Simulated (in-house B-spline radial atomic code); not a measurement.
# Ionising Fe²⁺ with different functionals

Computed with an all-electron radial atomic-structure program (B-spline basis): scalar-relativistic (spin-free X2C) Hamiltonian, Fermi nucleus of rms radius 3.7377 fm, spin-polarised at highest spin, spherical fractional occupations for the functionals, the average over the highest-spin determinants for Hartree-Fock. The ionisation energy is the difference of two self-consistent energies, [Ar] 3d6 → [Ar] 3d5, without Breit or QED terms; ε is the level of the shell that loses the electron (its least bound occupied spin orbital).

Hybrids are left out here: with spherical fractional occupations of an open shell their exact exchange keeps a self-interaction that integer-occupation calculations don't have.

```
           method          rung  ΔSCF (eV)  -ε(3d) (eV)
     Hartree-Fock  Hartree-Fock      28.18        30.76
         LDA VWN5           LDA      31.65        23.69
         LDA PW92           LDA      31.64        23.68
LDA exchange-only           LDA      29.56        21.77
              PBE           GGA      31.19        23.25
           PBEsol           GGA      31.14        23.20
             BLYP           GGA      31.31        23.35
             RPBE           GGA          ?            ?
             PW91           GGA      31.34        23.36
             BP86           GGA      31.33        23.38
             AM05           GGA      31.16        23.22
             OLYP           GGA      31.05        23.04
             TPSS      meta-GGA      30.85        22.93
             SCAN      meta-GGA      29.94        22.27
           r2SCAN      meta-GGA      29.97        22.29
          revTPSS      meta-GGA          ?            ?
```

Task: What does RPBE give?

Result: ΔSCF 31.07 eV, and -ε(3d) = 23.13 eV.

Task: What does revTPSS give?

Result: ΔSCF 30.60 eV, and -ε(3d) = 22.72 eV.

Task: How do they compare with the NIST value?

Result: NIST lists 30.65 eV ± 0.012 (measured, ground level to ground level). Errors run from -2.47 to +1.00 eV; revTPSS is closest (-0.05 eV), but part of that can be cancellation, since the calculations leave out spin-orbit coupling, Breit-QED terms, multiplet and fine-structure energies. Hartree-Fock also lacks correlation.
